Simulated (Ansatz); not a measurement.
Start from `B[Se][CH2][AlH][SH]` and change one atom or group to get `C[SiH2][CH2][AlH][SH]`.

Ansatz, PBE0-D4/def2-TZVP geometries, multiplicity 1. Each molecule was computed in one conformer, which needn't be the lowest.

Scalar relativity is left out up to krypton.

```tsv
property	`B[Se][CH2][AlH][SH]`
size of the dipole moment (PBE/def2-TZVPP) / D	2.20
HOMO energy (ωB97M-V/def2-TZVPP) / eV	-9.51
LUMO energy (ωB97M-V/def2-TZVPP) / eV	-0.05
size of the dipole moment (ωB97M-V/def2-TZVPP) / D	2.14
LUMO energy (PBE/def2-TZVPP) / eV	-2.80
LUMO energy (B3LYP/def2-TZVPP) / eV	-2.10
```

What does the change do to each property? (Estimate.)

The calculation gave: 
```csv
property,`C[SiH2][CH2][AlH][SH]`,shift
size of the dipole moment (PBE/def2-TZVPP) / D,1.49,-0.71
HOMO energy (ωB97M-V/def2-TZVPP) / eV,-9.87,-0.36
LUMO energy (ωB97M-V/def2-TZVPP) / eV,0.57,0.62
size of the dipole moment (ωB97M-V/def2-TZVPP) / D,1.58,-0.56
LUMO energy (PBE/def2-TZVPP) / eV,-1.80,1.00
LUMO energy (B3LYP/def2-TZVPP) / eV,-1.22,0.88
```

With PBE0 the HOMO falls by 0.32 eV and the LUMO rises by 0.91 eV, so the gap widens by about 1.23 eV. PBE moves the HOMO by -0.30 eV and ωB97M-V by -0.36 eV. Dipoles are sizes alone; their direction can turn.

B3LYP here is the variant with VWN-RPA as its local correlation; programs differ in this.

Spin–orbit coupling is left out; it splits and shifts lone-pair levels of the heavy atoms by tenths of an eV.
